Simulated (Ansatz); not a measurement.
Geometry optimisation, RKS PBE-D4/def2-SVP (Ansatz).

input.yaml

```yaml
crystal:
  periodic: [false, false, false]
  atoms:
    - { symbol: Ga, position_ang: [-0.532173, -1.107695, -0.819789] }
    - { symbol: C, position_ang: [0.619134, 0.71725, 1.649004] }
    - { symbol: "N", position_ang: [-0.69156, -2.159137, 0.528198] }
    - { symbol: H, position_ang: [0.200937, -0.289885, 1.586365] }
    - { symbol: C, position_ang: [-0.257574, 0.465903, -1.937557] }
    - { symbol: H, position_ang: [1.54065, 0.782516, 1.037957] }
    - { symbol: H, position_ang: [-0.111169, 1.46942, 1.29141] }
    - { symbol: H, position_ang: [0.874595, 0.944516, 2.701036] }
    - { symbol: H, position_ang: [-1.035177, -3.121383, 0.387879] }
    - { symbol: H, position_ang: [-0.876614, 1.297635, -1.550217] }
    - { symbol: H, position_ang: [-0.545038, 0.25845, -2.984591] }
    - { symbol: H, position_ang: [0.813989, 0.74241, -1.889694] }
basis:
  gaussian: { orbitals: def2-SVP }
hamiltonian:
  xc: pbe
  dispersion: d4
relax:
  f_tol: 0.03
  max_steps: 50
output:
  orbitals: {}
```

Launched with:

```bash
$ ansatz run input.yaml --threads 2 --pin off --max-ram 3072MiB --backend cpu --events-out ev --progress --plain --runs-dir out
```

Question: Where does it end, and by what steps?

Answer: It converged. After 5 steps the energy has fallen by 0.028 eV; H9 moved furthest, 0.22 Å.

```
step  energy less start (eV)  largest force component (eV/Å)  accepted
   0                  0.0000                           0.587       yes
   1                 -0.0262                           0.100       yes
   2                 -0.0274                           0.053       yes
   3                 -0.0281                           0.037       yes
   4                 -0.0282                           0.036       yes
   5                 -0.0283                           0.025       yes
```

```xyz
12
Properties=species:S:1:pos:R:3
Ga -0.606 -1.160 -0.865
C 0.658 0.798 1.700
N -0.748 -2.290 0.420
H 0.286 -0.244 1.748
C -0.256 0.440 -1.920
H 1.543 0.853 1.037
H -0.136 1.467 1.315
H 0.946 1.132 2.714
H -1.117 -3.233 0.223
H -0.846 1.287 -1.521
H -0.547 0.261 -2.973
H 0.822 0.689 -1.878
```

Whether the end is a true minimum wasn't checked by a vibrational analysis.

The run took 7.9 s on 2 threads of Intel(R) Xeon(R) 6975P-C (Granite Rapids), with other jobs on the host, peak memory 0.16 GiB.
